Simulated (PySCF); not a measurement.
# Correlation energy of Sn(2+) (tin, charge +2)

[Kr] 4d10 5s2, closed-shell 1S. Calculation: PySCF 2.14, in cc-pVTZ-PP with ECP28MDF (5s4p3d1f, 39 functions); a scalar-relativistic core potential. Frozen: 4s2 4p6 4d10; 2 electrons correlated.

Total MP2 correlation energy: -24.65 mhartree.

Same-spin part 0.00 and opposite-spin part -24.65 mhartree; SCS-MP2 scales them by 1/3 and 6/5 to -29.58 mhartree.

With two correlated electrons CCSD is exact within the correlated space (frozen core and kept virtual orbitals).

```json
{"level": "CCSD", "correlation energy (mhartree)": "-34.12"}
```

Diagnostics: T1 = 0.0038, D1 = 0.0054, largest double amplitude 0.100.

Cost of the coupled-cluster step: 0.08 s of wall time on 1 thread of Neoverse-V2 (shared host), for 2 correlated electrons.
